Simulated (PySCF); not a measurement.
# Two-photon absorption: SMILES CCC(=O)C(C)(C)C, C₇H₁₄O

Geometry (Å), atoms numbered from 1 in this order:
```xyz
22

C     2.6631   -0.0071   -0.4813
C     1.2532    0.3372   -0.0442
C     0.2324   -0.7095   -0.4444
O     0.5846   -1.7812   -0.8783
C    -1.2595   -0.3580   -0.3217
C    -1.5484    0.4877    0.9208
C    -1.6219    0.4370   -1.5868
C    -2.0723   -1.6497   -0.2791
H     2.7368   -0.0494   -1.5780
H     2.9559   -0.9962   -0.1027
H     3.3840    0.7382   -0.1154
H     1.1955    0.4382    1.0546
H     0.9331    1.3191   -0.4323
H    -1.0442    1.4648    0.8908
H    -1.2400   -0.0302    1.8427
H    -2.6302    0.6797    0.9954
H    -1.0472    1.3731   -1.6648
H    -1.4336   -0.1588   -2.4927
H    -2.6907    0.7027   -1.5685
H    -3.1495   -1.4233   -0.2892
H    -1.8505   -2.2264    0.6318
H    -1.8333   -2.2888   -1.1393
```

Theory: TDDFT CAM-B3LYP/aug-cc-pVDZ excited states, vertical, gas phase (PySCF). Geometry: PBE0-D3(BJ)/def2-SVP.

Give the one- and two-photon strengths of the lowest singlets.

δ for parallel linear polarisation; σ at the peak of a Lorentzian of half width 0.1 eV, single beam; Ω is circular over linear.
| state | E (eV) | f | photon λ (nm) | δ (au) | σ (GM) | Ω | main |
| --- | --- | --- | --- | --- | --- | --- | --- |
| S1 | 4.44 | 0.000 | 558 | <0.1 | 0.00 | – | HOMO→LUMO+4 0.45, HOMO→LUMO+3 0.32 |
| S2 | 6.33 | 0.004 | 392 | 52.3 | 0.77 | 0.23 | HOMO→LUMO 0.77 |
| S3 | 7.03 | 0.002 | 353 | 16.6 | 0.30 | 0.74 | HOMO→LUMO+2 0.83 |
| S4 | 7.07 | 0.030 | 351 | 94.7 | 1.73 | 0.29 | HOMO→LUMO+1 0.57, HOMO→LUMO+4 0.12 |
| S5 | 7.11 | 0.001 | 349 | 45.4 | 0.84 | 1.45 | HOMO→LUMO+3 0.40, HOMO→LUMO+1 0.27 |
| S6 | 7.65 | 0.019 | 324 | 119 | 2.55 | 0.43 | HOMO→LUMO+5 0.81 |

Among these, the strongest one-photon state is S4, the strongest two-photon state S6, with a dipole change of 3.4 D (relaxed, norm of the difference vector).
